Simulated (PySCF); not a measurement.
H₃S, SMILES [SH3+], charge +1. Coordinates come from a B3LYP-D3(BJ)/def2-TZVPD optimisation. The isomer is the one that the SMILES or the coordinates give; other isomers of the formula were not compared.

TDA-LC-ωPBE/def2-TZVPD in PySCF puts the lowest singlet excitations at 9.65, 9.65, 11.00, 11.67, 12.73, 12.73 eV and the lowest triplet (TDA) at 7.81 eV.

What are the lowest singlet roots from EOM-CCSD/aug-cc-pVDZ (PySCF 2.14.0)? (The exact figures need the calculation; the answer reports its results.)

10.01, 10.01, 10.67, 12.28, 13.16, 13.16 eV; triplets 8.34, 8.34, 9.82 eV. S1 differs by 0.36 eV (second minus first; roots are paired by order, and the bases may differ).
